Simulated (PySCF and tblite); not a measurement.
The numbers below are computed, except where a source is named.
C₆H₈O₂, numbered as in [CH:1]#[C:2][CH:3]1[CH2:4][O:5][CH2:6][O:7][CH2:8]1: conformational analysis

Geometries PBE0-D3(BJ)/def2-SVP; weights from PBE0-D3(BJ)/def2-TZVP energies and GFN2-xTB thermal corrections, with symmetry numbers and mirror pairs. Conformers within 4 kcal/mol (GFN2-xTB free energy) were kept, 7 at most. GIAO shieldings: PBE0/pcSseg-1. Couplings: B3LYP/pcSseg-1 with pcJ-1 on H (gas phase; spin-dipole term only for pairs with B, N, F, Si or P). Couplings are for ¹H. Shifts are against TMS (¹H), TMS (¹³C) at the same level; of two unlike H on one atom, a is the less shielded. Programs: PySCF with density fitting and tblite.

The 6-ring runs over atoms 3–4–5–6–7–8. Of a mirror pair one member is shown.

```csv
conformer,shape,symmetry,E(GFN2) kcal/mol,E(DFT) kcal/mol,G(298.15 K) kcal/mol,weight %,dipole D
1,6-ring chair (all substituents equatorial),Cs,0.00,0.00,0.00,98.2,1.28
2,6-ring chair (C2 axial),Cs,1.78,2.38,2.36,1.8,2.06
3,"6-ring twist-boat (ring torsions 67, -37, -32, 70, -36, -27°)",C1 (pair),4.51,6.12,5.29,0.0,0.55
```

Weights (%) against temperature:

| T (K) | 1 | 2 | 3 | S(mix) cal/mol/K |
| --- | --- | --- | --- | --- |
| 150 | 100.0 | 0.0 | 0.0 | 0.01 |
| 200 | 99.7 | 0.3 | 0.0 | 0.04 |
| 250 | 99.1 | 0.9 | 0.0 | 0.10 |
| 298.15 | 98.2 | 1.8 | 0.0 | 0.18 |
| 400 | 95.2 | 4.7 | 0.2 | 0.40 |

Averaged shifts at 298.15 K. ¹H: 4.88 (H6a, 1H), 4.32 (H6b, 1H), 4.07 (H4a/H8a, 2H), 3.23 (H4b/H8b, 2H), 2.65 (H3, 1H), 1.92 (H1, 1H) ppm. ¹³C: 94.6 (C6), 83.7 (C2), 77.8 (C1), 71.8 (C4/C8), 28.5 (C3) ppm.

Averaged couplings (Hz): ⁴J(H1,H3) -4.0, ³J(H3,H4a) 5.2, ³J(H3,H4b) 11.3, ²J(H4a,H4b) -12.6, ⁴J(H4a,H6b) -0.8, ⁴J(H4a,H8a) 2.1, ⁴J(H4a,H8b) -0.7, ⁴J(H4b,H6a) -0.9, ²J(H6a,H6b) -8.0.

Coordinates of conformer 1 (Å):

```xyz
16

C     2.907    0.972    0.763
C     1.897    0.546    0.248
C     0.667    0.040   -0.339
C     0.145   -1.206    0.393
O    -1.084   -1.606   -0.151
C    -2.027   -0.586   -0.102
O    -1.641    0.535   -0.827
C    -0.454    1.091   -0.329
H     3.808    1.349    1.210
H     0.847   -0.244   -1.391
H     0.845   -2.046    0.293
H     0.039   -0.972    1.473
H    -2.950   -0.970   -0.555
H    -2.214   -0.300    0.960
H    -0.196    1.951   -0.962
H    -0.596    1.457    0.709
```

Shifts are unscaled: against experiment ¹³C can be off by 15 ppm or more and ¹H by 0.8 ppm.

Search and properties took 4.1 min on 1 thread of Arm Neoverse V2 (shared host) (rough), launched as `OMP_NUM_THREADS=1 python ens_run.py task.json out`.
